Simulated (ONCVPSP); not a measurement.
## Which change was made? (C, ONCV)

C, optimised norm-conserving Vanderbilt (ONCV), made with ONCVPSP 4.0.1 (PBEsol, scalar-relativistic). Core none, reference 1s2 2s2 2p1 (charge +1). Waves: 1s+2s: rc 0.60 bohr, ncon 3, nbas 6, qcut 21.1 1/bohr, 2 projectors; 2p: rc 1.90 bohr, ncon 4, nbas 7, qcut 7.9 1/bohr, 2 projectors, debl 3.4 Ha. Local part: polynomial inside 0.40 bohr (lpopt 5, dvloc0 0 Ha). Core correction: none.

Cutoffs, loose and tight: the cutoffs (Ha) at which the residual kinetic energy of the hardest occupied pseudo-wave falls to 1 and 0.1 mHa per electron. They do not see the model core or the augmentation charge, which bear on the density cutoff. Test errors are all-electron minus pseudo excitation energies from the reference, over the configurations 1s2 2s2 2p2; 1s2 2s2 2p0; 1s2 2s1 2p0; 1s2 2s0 2p4; variants that change the core or the reference have their own tests.

The base gives: outcome: generated; cutoff, loose: 168 Ha; cutoff, tight: 191 Ha; bound ghosts: none; GHOST(+) flags above zero: p; largest test error (meV): +188.

Q: After one change the result is: outcome: generated; cutoff, loose: 168 Ha; cutoff, tight: 191 Ha; bound ghosts: none; GHOST(+) flags above zero: none; largest test error (meV): +112. Which change was it?
A. p: qcut 6.5
B. p: qcut 11.4
C. p: qcut 5

A: B. The others give: p: qcut 6.5 → outcome: generated; cutoff, loose: 168 Ha; cutoff, tight: 191 Ha; bound ghosts: p; GHOST(+) flags above zero: none; largest test error (meV): +252 | p: qcut 5 → outcome: generated; cutoff, loose: 168 Ha; cutoff, tight: 191 Ha; bound ghosts: p; GHOST(+) flags above zero: none; largest test error (meV): +376.
